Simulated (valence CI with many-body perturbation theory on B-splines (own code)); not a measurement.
Values are calculated unless marked as measured or tabulated.
Hyperfine factors and g values of Pb41+

Level of theory: configuration interaction combined with many-body perturbation theory (CI+MBPT): five valence electrons over a frozen Dirac-Fock core [Kr], a basis of 7 s, 7 p, 8 d, 6 f, 4 g, 1 h functions for each j, with the one-electron correlation potential Σ1 (screened to all orders), the two-electron term Σ2, the three-electron term Σ3, Breit, model QED; selected single and double excitations, second order for the rest (own B-spline code, finite nucleus).

No measured spectrum was set against this ion. As an estimate, large intervals hold to a few tenths of a per cent, small ones and those within an open d or f shell to about a per cent. Only levels of the ground parity were solved; by the run's estimate the other parity begins above the list, which can be wrong where configurations are misplaced.

A/g_I is the dipole constant over the nuclear g factor μ/I (μ in nuclear magnetons, uniformly magnetised nucleus), B/Q the quadrupole constant per barn. Both hold the static response of the core; the bare values leave it out. Large factors of s and p1/2 electrons are usually good to 5 to 10 %; those of open d and f shells near neutrality can be off by tens of per cent, and small factors of p3/2, d and f electrons come from cancelling terms and can be off by a factor of two or in sign, in half-filled shells by more. B is blank for J = 1/2, where it vanishes, and for nearly pure S terms. Energies count from the lowest level.

Levels are named by their leading jj configuration (3d3/2^4 stands for four electrons in 3d with j = 3/2), which in mixed levels can hold well under half, so a name can repeat and another be missing. Letters in brackets count levels of one name in rising energy.

| Level | E (eV) | g | A/g_I (MHz) | A/g_I bare | B/Q (MHz/b) | B/Q bare |
| --- | --- | --- | --- | --- | --- | --- |
| (4d3/2^4 4d5/2) J=5/2 | 0.00 | 1.288 | 13100 | 13900 | 27400 | 26300 |
| (4d3/2^3 4d5/2^2) J=5/2 [a] | 25.02 | 1.340 | 7390 | 8310 | 10200 | 9730 |
| (4d3/2^3 4d5/2^2) J=7/2 [a] | 30.31 | 1.168 | 16000 | 16300 | 32700 | 31500 |
| (4d3/2^3 4d5/2^2) J=3/2 [a] | 30.97 | 1.157 | 20800 | 21000 | 25300 | 24400 |
| (4d3/2^3 4d5/2^2) J=11/2 | 31.43 | 1.105 | 21300 | 21300 | -2100 | -2220 |
| (4d3/2^3 4d5/2^2) J=9/2 | 33.42 | 1.137 | 18800 | 19000 | 31100 | 30000 |
| (4d3/2^3 4d5/2^2) J=5/2 [b] | 34.87 | 1.131 | 19700 | 19800 | -1730 | -1630 |
| (4d3/2^3 4d5/2^2) J=1/2 | 36.28 | 1.778 | -12700 | -10200 |  |  |
| (4d3/2^3 4d5/2^2) J=7/2 [b] | 36.82 | 1.072 | 23500 | 23400 | -35500 | -34300 |
| (4d3/2^3 4d5/2^2) J=3/2 [b] | 44.18 | 0.796 | 37800 | 36800 | -32900 | -31800 |
| (4d3/2^2 4d5/2^3) J=5/2 [a] | 54.93 | 1.314 | 5580 | 6410 | 1760 | 1710 |
| (4d3/2^2 4d5/2^3) J=7/2 [a] | 58.78 | 1.214 | 13700 | 14100 | -1440 | -1390 |
| (4d3/2^2 4d5/2^3) J=11/2 | 59.49 | 1.093 | 20800 | 20800 | 522 | 522 |
| (4d3/2^2 4d5/2^3) J=9/2 [a] | 60.15 | 1.146 | 17800 | 18000 | -3130 | -3040 |
| (4d3/2^2 4d5/2^3) J=1/2 [a] | 61.66 | 0.463 | 60900 | 58700 |  |  |
| (4d3/2^2 4d5/2^3) J=13/2 | 62.16 | 1.072 | 22400 | 22400 | -15.1 | 0.340 |
| (4d3/2^2 4d5/2^3) J=3/2 [a] | 62.64 | 1.171 | 17200 | 17500 | 617 | 572 |
| (4d3/2^2 4d5/2^3) J=5/2 [b] | 63.05 | 1.020 | 25200 | 25000 | -3340 | -3200 |
| (4d3/2^2 4d5/2^3) J=9/2 [b] | 65.81 | 1.107 | 20200 | 20300 | 858 | 831 |
| (4d3/2^2 4d5/2^3) J=7/2 [b] | 66.67 | 0.987 | 27700 | 27300 | -1400 | -1350 |
| (4d3/2^2 4d5/2^3) J=5/2 [c] | 67.27 | 1.052 | 23300 | 23200 | 3070 | 2930 |
| (4d3/2^2 4d5/2^3) J=3/2 [b] | 67.53 | 0.860 | 34700 | 33800 | 2460 | 2420 |
| (4d3/2^2 4d5/2^3) J=1/2 [b] | 70.09 | 1.763 | -16600 | -14100 |  |  |
| (4d3/2^2 4d5/2^3) J=7/2 [c] | 70.48 | 1.035 | 25000 | 24800 | 1400 | 1350 |
| (4d3/2^2 4d5/2^3) J=9/2 [c] | 74.15 | 1.105 | 20400 | 20400 | 9700 | 9400 |
| (4d3/2^2 4d5/2^3) J=3/2 [c] | 80.23 | 1.186 | 16000 | 16400 | -7880 | -7650 |
| (4d3/2^2 4d5/2^3) J=5/2 [d] | 82.01 | 1.188 | 15800 | 16200 | 6900 | 6690 |
| (4d3/2 4d5/2^4) J=5/2 [a] | 89.42 | 1.235 | 9230 | 9760 | -12100 | -11600 |
| (4d3/2 4d5/2^4) J=7/2 [a] | 93.44 | 1.187 | 15400 | 15800 | -36700 | -35500 |
| (4d3/2 4d5/2^4) J=3/2 [a] | 94.62 | 0.996 | 23300 | 23000 | -26500 | -25600 |
| (4d3/2 4d5/2^4) J=11/2 | 94.66 | 1.074 | 21800 | 21700 | 1700 | 1840 |
| (4d3/2 4d5/2^4) J=9/2 | 97.36 | 1.117 | 19200 | 19300 | -38400 | -37100 |
| (4d3/2 4d5/2^4) J=5/2 [b] | 99.25 | 1.111 | 19600 | 19700 | 5990 | 5780 |
| (4d3/2 4d5/2^4) J=7/2 [b] | 100.66 | 1.015 | 24700 | 24500 | 41100 | 39700 |
| (4d3/2 4d5/2^4) J=1/2 | 103.56 | 1.312 | -6330 | -5540 |  |  |
| (4d3/2 4d5/2^4) J=3/2 [b] | 110.76 | 0.862 | 36900 | 36100 | 38900 | 37600 |
| (4d5/2^5) J=5/2 | 127.59 | 1.156 | 15200 | 15500 | -38000 | -36600 |

Task: Take the isotope of mass number 207, with I = 1/2, μ = 0.5906 μN. What is the hyperfine structure of (4d3/2^3 4d5/2^2) J=5/2 [b]?

Result: From the table A = 23200 MHz. Shifts from the centre of gravity in MHz: F = 2: -40600, F = 3: 29000.
